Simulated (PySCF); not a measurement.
## Structure elucidation problem

Molecular formula: C5H6O2. Simulated spectra:

¹H NMR (500 MHz, computed): δ 8.33 (s, 1H), 6.36 (m, 1H), 6.05 (br s, 1H), 6.05 (m, 1H), 5.55 (m, 1H), 5.47 (br s, 1H).

¹³C{¹H} NMR (computed): δ 162.7, 157.9, 140.3, 122.5, 114.4.

One conformer, no solvent model, non-relativistic Hamiltonian. Shielding tensors at PBE0/pcSseg-1 (GIAO); GFN2-xTB geometry; PySCF 2.14.

References, each an isolated molecule treated in the same way: TMS for ¹H, ¹³C.

Question: Deduce the structure.

Answer: 
The formula gives 3 degrees of unsaturation (no ring in the answer). 5 carbon signals for 5 carbons: no two carbons are equivalent. Carbon types of the structure: 1 × C, 2 × CH, 2 × CH2, which accounts for all hydrogens. δC 162.7: ester carbonyl carbon; lone-pair donation from the attached heteroatom keeps it upfield of a ketone carbonyl. δC 157.9: alkene carbon bearing oxygen; an sp2 carbon further deshielded by the attached heteroatom. δC 140.3: alkene CH; as expected for a trigonal carbon in a double bond. δC 122.5: terminal =CH2 carbon; the olefinic region. δC 114.4: β carbon of an enol-ether or enamine type C=C; the O or N lone pair pushes π density onto this β carbon and shields it. δH 6.36: hydrogen on an alkene CH; olefinic region. δH 6.05, 5.55: hydrogen on a terminal =CH2 carbon; a vinylic proton, deshielded by the sp2 carbon and the C=C anisotropy.

These data were computed for `C=CC(=C)OC=O`.

The data come from this structure; uniqueness wasn't tested.

Shifts are as computed. Against solution values, carbons near 30 ppm lie about +3 ppm off and those near 130 ppm about +5 ppm. Of 1211 compounds with measured shifts, 218 miss one by over three times the rms of a fit or turn the order of signals round; such compounds aren't used in these exercises. No couplings were computed; multiplicities are counted from neighbouring protons, with m where these are inequivalent, close in shift, in a saturated or five-membered ring or joined by F or P, and br s for small geminal =CH2 splittings.
